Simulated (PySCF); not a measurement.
Precursor series Hf Cl-OH. Isolated molecules, 0 K electronic values unless said otherwise. One relaxed conformer stands for each flexible species; it need not be the lowest.

The numbers are results of B3LYP-D3(BJ)/def2-TZVP // BP86-D3(BJ)/def2-SVP run with PySCF 2.14.0, not measurements. B3LYP has the VWN-RPA correlation part, as in Gaussian. 

| species | HOMO (eV) | LUMO (eV) | charge on the central atom (Mulliken) (e) |
|---|---|---|---|
| 0 of 4 Cl replaced by OH | -9.42 | -2.45 | 1.22 |
| 1 of 4 Cl replaced by OH ([Hf(Cl)3(OH)]) | -9.01 | -1.75 | 1.35 |
| 2 of 4 Cl replaced by OH | -8.64 | -1.06 | 1.46 |
| 3 of 4 Cl replaced by OH | -8.28 | -0.46 | 1.56 |
| 4 of 4 Cl replaced by OH ([Hf(OH)4]) | -8.12 | -0.23 | 1.64 |
